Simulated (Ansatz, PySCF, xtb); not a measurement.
Stepwise substitution at one centre (Si C2H5-SH). All species are isolated molecules in the gas phase. One relaxed conformer stands for each flexible species; it need not be the lowest. Strings in code marks are SMILES.

Quantity: redistribution energy (mixed species minus the weighted end members), in kcal/mol.

Level 1: frozen-core CCSD(T)/cc-pVDZ // PBE0-D4/def2-SVP (Ansatz, a first-principles code)
Level 2: PBE-D3(BJ)/def2-TZVP // PBE0-D4/def2-SVP (PySCF)
Level 3: M06-2X/6-31G* // PBE0-D4/def2-SVP (PySCF)
Level 4: GFN2-xTB (xtb)

```tsv
species	level 1	level 2	level 3	level 4
1 of 4 C2H5 replaced by SH: `S[Si](CC)(CC)CC`	-3.18	-2.88	-3.85	-3.93
3 of 4 C2H5 replaced by SH: `CC[Si](S)(S)S`	-3.19	-2.91	-3.89	-4.35
2 of 4 C2H5 replaced by SH: `S[Si](CC)(CC)S`	-4.19	-3.72	-5.33	-5.85
```
